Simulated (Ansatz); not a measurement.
Reaction (redistribution): `[NH2][K]` + `C[O][GeH3]` → `C[O][K]` + `[NH2][GeH3]`

Computed with Ansatz on PBE0-D4/def2-TZVP structures; ΔE is electronic, products minus reactants. CCSD(T)/CBS is the MP2 limit (def2-TZVPP, def2-QZVPP) plus CCSD(T) − MP2 in def2-TZVPP, frozen cores. Functionals use def2-TZVPP. B3LYP here is the variant with VWN-RPA as its local correlation; programs differ in this. HSE06 is defined as in plane-wave codes. For Ge, K outer-core shells are correlated without core-valence functions, which leaves a few kJ/mol of doubt a bond. Scalar relativity is left out up to krypton.

```
             level  ΔE (kJ/mol)  difference from CCSD(T)/CBS
           PBE0-D4        -70.8                         -6.3
        r2SCANh-D4        -69.9                         -5.4
          HSE06-D4        -70.7                         -6.2
           ωB97X-V        -67.5                         -3.0
          PBE-QIDH        -69.7                         -5.2
            revPBE        -68.9                         -4.4
              BLYP        -66.1                         -1.6
            r2SCAN        -69.6                         -5.1
             B3LYP        -68.4                         -3.9
RPA@PBE/def2-TZVPP        -60.2                          4.3
     CCSD/def2-SVP        -89.1                        -24.6
     HF/def2-TZVPP        -66.8                         -2.3
SCS-MP2/def2-TZVPP        -63.1                          1.4
SCS-MP2/def2-QZVPP        -63.1                          1.4
     MP2/CBS(def2)        -65.5                         -1.0
    CCSD/CBS(def2)        -65.6                         -1.1
       CCSD(T)/CBS        -64.5                            0
```

Problem. What do rigid-rotor, harmonic-oscillator terms from PBE0-D4/def2-TZVP frequencies (298.15 K, 1 bar) make of the CCSD(T)/CBS value? (Best estimate.)

Solution. The calculation gave: ΔZPE = +3.3 kJ/mol, ΔH = -62.7 kJ/mol, ΔS = -9 J/(mol·K), ΔG = -59.9 kJ/mol.

Largest T1 diagnostic among the species: 0.012.

From BLYP to BHLYP (50 % exact exchange), in def2-TZVPP and without D4, ΔE moves by −3.3 kJ/mol. At CCSD(T), def2-SVP lies −23.7 kJ/mol from the extrapolated value and def2-TZVPP +1.4 kJ/mol. Leaving LDA and LC-ωPBE aside and taking each functional with its dispersion term where it has one, the values, not all of them listed here, spread over 6.3 kJ/mol, from PBE0-D4 to BLYP-D4.
